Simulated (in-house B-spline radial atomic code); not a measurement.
Values are calculated unless marked as measured or tabulated.
Weak and strong correlation along the adiabatic connection

Two-electron singlets in several external potentials (atomic units), by full CI in B-splines with partial waves to l = 8 (correlation energies up to 0.6 % small). The repulsion is scaled by λ at fixed density; W(λ) is the mean repulsion less the Hartree energy, W(0) = E_x, and the area under W from 0 to 1 is E_xc.

One system gave this curve:

```json
{"λ": "0", "W (hartree)": "-1.9038"}
{"λ": "0.02", "W (hartree)": "-1.9057"}
{"λ": "0.05", "W (hartree)": "-1.9086"}
{"λ": "0.12", "W (hartree)": "-1.9151"}
{"λ": "0.25", "W (hartree)": "-1.927"}
{"λ": "0.4", "W (hartree)": "-1.9403"}
{"λ": "0.6", "W (hartree)": "-1.9573"}
{"λ": "0.8", "W (hartree)": "-1.9735"}
{"λ": "1", "W (hartree)": "-1.9889"}
{"λ": "1.4", "W (hartree)": "-2.0178"}
{"λ": "2", "W (hartree)": "-2.0565"}
{"λ": "3", "W (hartree)": "-2.1112"}
{"λ": "4.5", "W (hartree)": "-2.1758"}
{"λ": "7", "W (hartree)": "-2.253"}
{"λ": "10", "W (hartree)": "-2.316"}
```

Problem. Which system is it?
A. ω²r²/2 − Z/r, ω = 0.174, Z = 1.5
B. −Z exp(−kr)/r, Z = 8.32, k = 1.01
C. −Z exp(−kr)/r, Z = 2.11, k = 0.36
D. ω²r²/2 − Z/r, ω = 4.96, Z = 1

Solution. D. The exchange energy sets the size: ω²r²/2 − Z/r, ω = 4.96, Z = 1: E_x = -1.9, E_c = -0.0442; −Z exp(−kr)/r, Z = 8.32, k = 1.01: E_x = -4.91, E_c = -0.0454; −Z exp(−kr)/r, Z = 2.11, k = 0.36: E_x = -1.05, E_c = -0.0427; ω²r²/2 − Z/r, ω = 0.174, Z = 1.5: E_x = -0.757, E_c = -0.04 hartree.
